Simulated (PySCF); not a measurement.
Calculation: PBE-D3(BJ)/def2-TZVP // B3LYP-D3(BJ)/def2-TZVP (PySCF). Isolated molecules, 0 K electronic values unless said otherwise. 

Reference species (SMILES): `[CH3][Ga]([CH3])[CH3]` (neutral, multiplicity 1).

- dipole moment = 0.05 D

Changed species: `[CH3][GaH][CH3]` (whole molecule; the reference has whole molecule).

Problem. What does the change do to the dipole moment?

Solution. the dipole moment increases by 0.54 D, to 0.59 D.
